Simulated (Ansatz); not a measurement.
Consider the ligand exchange at the Si–C bond: `NC[SiH2]O` + `CN[SiH2]Cl` → `CN([SiH2]O)[SiH2]Cl` + CH₃NH₂.

Program: Ansatz. Geometries: PBE0-D4/def2-TZVP. ΔE: electronic, gas phase. CBS: MP2 limit from def2 TZ/QZ plus the TZ coupled-cluster correction, frozen cores. Functionals use def2-TZVPP. B3LYP here is the variant with VWN-RPA as its local correlation; programs differ in this. Each species was taken in one conformer, which may not be the lowest.

(1) Is it downhill or uphill in electronic energy at CCSD(T)/CBS, and by how much? (Estimate.)

(2) What do these levels give: PBE-D4, r2SCAN-D4, B3LYP-D4, ωB97X-V, ωB97M-V, B2PLYP, PBE, B3LYP, CCSD(T)/def2-TZVPP, MP2/def2-QZVPP, MP2/CBS(def2), CCSD/CBS(def2)? (Estimate.)

Largest T1 diagnostic among the species: 0.011.

## Answers

(1) Computed: Downhill: ΔE = -17.0 kcal/mol.

(2) Computed: PBE-D4 -14.8, r2SCAN-D4 -16.3, B3LYP-D4 -17.1, ωB97X-V -16.1, ωB97M-V -16.3, B2PLYP -16.1, PBE -13.3, B3LYP -14.7, CCSD(T)/def2-TZVPP -17.1, MP2/def2-QZVPP -17.9, MP2/CBS(def2) -17.8, CCSD/CBS(def2) -16.9 kcal/mol.

The D4 term adds −2.3 kcal/mol with B3LYP and −1.3 kcal/mol with PBE0; it sums over pairs of atoms, weighted by their polarisabilities, and B3LYP, whose exchange is more repulsive, gets the larger term. From PBE to PBE0 (25 % exact exchange), in def2-TZVPP and without D4, ΔE moves by −1.0 kcal/mol.
